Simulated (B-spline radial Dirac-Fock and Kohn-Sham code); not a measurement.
X-ray scattering factor of Cu²¹⁺

System: copper as Cu²¹⁺, configuration [He] 2s2 2p4.

The run's input, task.json:

```json
{"items": [{
  "Z": 29,
  "q": 21,
  "cfg": [[1, 0, 2], [2, 0, 2], [2, 1, 4]],
  "A": 63,
  "rrms": 3.8823,
  "do": ["scatter"],
  "s": [0.0, 0.05, 0.1, 0.15, 0.2, 0.25, 0.3, 0.35, 0.4, 0.45, 0.5, 0.6, 0.7, 0.8, 0.9, 1.0, 1.1, 1.2, 1.4, 1.6, 1.8, 2.0, 2.5, 3.0, 3.5, 4.0, 5.0, 6.0],
  "pz": [0, 0.1, 0.2, 0.3, 0.4, 0.5, 0.6, 0.8, 1.0, 1.2, 1.4, 1.6, 1.8, 2.0, 2.5, 3.0, 4.0, 5.0, 7.0, 10.0, 15.0, 20.0, 30.0, 40.0, 60.0, 100.0],
  "hv_scatter": [1000, 2000, 5000, 8047.8, 17479.3, 30000, 50000, 500000]
}]}
```

Launch: `python xray_run.py task.json out`

Model: Dirac-Fock densities. Program: a radial B-spline solver. f₀ is the Fourier transform of the spherical electron density, S the Waller-Hartree incoherent function, and s = sin θ/λ.

```csv
s (Å⁻¹),f₀,S
0,8.000,0.000
0.05,7.994,0.007
0.1,7.977,0.029
0.15,7.949,0.065
0.2,7.909,0.115
0.25,7.859,0.178
0.3,7.798,0.255
0.35,7.726,0.344
0.4,7.645,0.445
0.45,7.555,0.557
0.5,7.455,0.679
0.6,7.232,0.949
0.7,6.981,1.250
0.8,6.706,1.572
0.9,6.414,1.908
1,6.109,2.250
1.1,5.797,2.593
1.2,5.482,2.930
1.4,4.860,3.568
1.6,4.274,4.139
1.8,3.741,4.632
2,3.273,5.045
2.5,2.392,5.782
3,1.857,6.235
3.5,1.547,6.542
4,1.359,6.780
5,1.127,7.155
6,0.947,7.436
```

f₀ starts at the number of electrons, 8, and has fallen to half at s ≈ 1.70 Å⁻¹. The sum of ⟨r²⟩ over the electrons is 0.3108 bohr².

Values without a named source are computed, but for edge energies of neutral atoms, which are taken from tables.
